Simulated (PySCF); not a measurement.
C₃H₈SeSi.
SMILES with atom numbers: `[CH2:1]=[CH:2][CH2:3][Se:4][SiH3:5]` (hydrogens: H6, H7 on C1; H8 on C2; H9, H10 on C3; H11, H12, H13 on Si5)

Computed by this run: PBE0-D3(BJ)/def2-SVP geometry optimisation, gas phase in PySCF; density fitting, grid level 1; the optimiser is geomeTRIC in internal coordinates, started from a GFN2-xTB structure with every atom displaced at random (about 0.01 Å).

Step 2: E = -76440.8720 eV
```
atom  x, y, z in Å  |  force x, y, z in eV/Å
C1      2.4862    0.2410    0.6756    0.005  -0.040   0.016
C2      1.1688    0.3019    0.4702    0.020   0.043  -0.022
C3      0.5200    0.1604   -0.8597   -0.004   0.007  -0.016
Se4    -0.6715   -1.4248   -0.9660    0.007  -0.017   0.031
Si5    -2.5146   -0.4725   -0.0204   -0.021  -0.005   0.008
H6      3.1898    0.0566   -0.1436   -0.029   0.015  -0.001
H7      2.9121    0.3680    1.6740   -0.006  -0.008   0.006
H8      0.4979    0.4819    1.3195    0.016  -0.006  -0.012
H9     -0.0811    1.0435   -1.1218   -0.005  -0.003  -0.005
H10     1.2607    0.0079   -1.6578   -0.008   0.002  -0.001
H11    -2.0646    0.6553    0.8512   -0.001  -0.005   0.015
H12    -3.4784    0.0639   -1.0296    0.018   0.018  -0.006
H13    -3.2174   -1.5033    0.7992    0.007  -0.002  -0.013
```

Step 3: E = -76440.8764 eV
```
atom  x, y, z in Å  |  force x, y, z in eV/Å
C1      2.4847    0.2430    0.6778   -0.121   0.009  -0.055
C2      1.1701    0.3248    0.4578    0.069  -0.039   0.009
C3      0.5206    0.1621   -0.8696    0.012   0.004  -0.002
Se4    -0.6646   -1.4293   -0.9406    0.005  -0.057   0.025
Si5    -2.5135   -0.4789   -0.0058    0.031   0.041  -0.009
H6      3.1842    0.0449   -0.1377    0.074  -0.015  -0.050
H7      2.9052    0.3724    1.6771    0.003  -0.002   0.030
H8      0.4989    0.5133    1.3017   -0.050   0.038   0.046
H9     -0.0829    1.0371   -1.1495   -0.019   0.022   0.005
H10     1.2574   -0.0058   -1.6677    0.015   0.001  -0.002
H11    -2.0670    0.6157    0.9098   -0.017  -0.010   0.014
H12    -3.4362    0.1039   -1.0267   -0.007   0.023   0.004
H13    -3.2490   -1.5235    0.7643    0.007  -0.015  -0.015
```

Step 4: E = -76440.8829 eV
```
atom  x, y, z in Å  |  force x, y, z in eV/Å
C1      2.4754    0.2527    0.6610   -0.201   0.142   0.122
C2      1.1630    0.3763    0.4451    0.236  -0.223  -0.160
C3      0.5220    0.1559   -0.8772   -0.113   0.022  -0.001
Se4    -0.6448   -1.4503   -0.8716   -0.029  -0.101   0.002
Si5    -2.5075   -0.4900    0.0217    0.115   0.083  -0.024
H6      3.1683    0.0124   -0.1451    0.101  -0.059  -0.127
H7      2.8978    0.4025    1.6552    0.055   0.004   0.070
H8      0.4970    0.6001    1.2816   -0.081   0.090   0.079
H9     -0.0879    1.0098   -1.2030   -0.045   0.044   0.006
H10     1.2585   -0.0473   -1.6669    0.043   0.011   0.021
H11    -2.0868    0.5057    1.0559   -0.043  -0.012   0.011
H12    -3.3198    0.2178   -1.0130   -0.036   0.030   0.016
H13    -3.3273   -1.5658    0.6472   -0.002  -0.032  -0.014
```

**Question.** Estimate the geometry and energy of step 5. (The exact step hangs on the optimiser's Hessian estimate; all steps are aligned on step 4, rigid shifts and turns removed.)

**Answer.** E = -76440.8925 eV, largest force 0.357 eV/Å
```
atom  x, y, z in Å  |  force x, y, z in eV/Å
C1      2.4630    0.2831    0.6511   -0.270   0.231   0.042
C2      1.1616    0.4389    0.3893    0.202  -0.284  -0.076
C3      0.5151    0.1251   -0.9119   -0.007  -0.059  -0.012
Se4    -0.6272   -1.4935   -0.7756   -0.065  -0.069  -0.066
Si5    -2.4879   -0.5009    0.0786    0.176   0.072   0.025
H6      3.1723   -0.0423   -0.1081    0.110  -0.083  -0.162
H7      2.8592    0.5043    1.6424    0.066  -0.014   0.084
H8      0.4921    0.7376    1.1980   -0.102   0.154   0.103
H9     -0.1090    0.9424   -1.2997   -0.039   0.050   0.044
H10     1.2460   -0.1317   -1.6907    0.068   0.018   0.017
H11    -2.1403    0.2678    1.3147   -0.068  -0.004   0.001
H12    -3.0967    0.4459   -0.9033   -0.040   0.018   0.000
H13    -3.4404   -1.5969    0.4063   -0.031  -0.028  -0.001
```

The energy changes by -0.0096 eV. The first-order estimate −F·Δx gives -0.0158 eV and the mean of the old and new forces, exact on a quadratic surface, -0.0081 eV. The step makes an angle of 87° with the force vector and moves no atom by more than 0.356 Å.

The cost below is that of the whole optimisation. Time: 2.8 min of wall time; peak memory 0.57 GiB. Hardware: one thread, Intel Xeon at 2.50 GHz (x86_64), shared host with 64 logical CPUs at a one-minute load of 57.
